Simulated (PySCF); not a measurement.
# Ga: interval between two levels

Ga [Ar] 3d10 4s2 4p1 [2P3/2, M_J = 3/2] → Ga [Ar] 3d10 4s1 4p1 5s1 [4P5/2, M_J = 5/2], as a difference of total energies. All numbers are calculated (PySCF 2.14, the two-component X2C-1e Hamiltonian, in x2c-SVPall-2c with one added diffuse shell each of s, p, d type (6s7p4d, 47 functions)). Correlated levels: [Ne] frozen; the 6 highest virtual spinors dropped. "Screened" scales the spin-orbit matrix elements by Boettger's factors to mimic the two-electron term; Breit and QED terms are absent.

```csv
method,interval between two levels (cm⁻¹)
GHF (spin-free),58943
GMP2 (spin-free),66194
GHF (screened spin-orbit),59106
GMP2 (screened spin-orbit),66358
```

The labels give the starting determinants; with spin-orbit coupling the two ends relaxed to ⟨J²⟩ = 3.76, ⟨L²⟩ = 2.01, ⟨S²⟩ = 0.76 and ⟨J²⟩ = 8.76, ⟨L²⟩ = 2.01, ⟨S²⟩ = 3.75.

The promoted electron is Rydberg-like, and one or two diffuse shells describe it only roughly, which tends to raise the upper state.
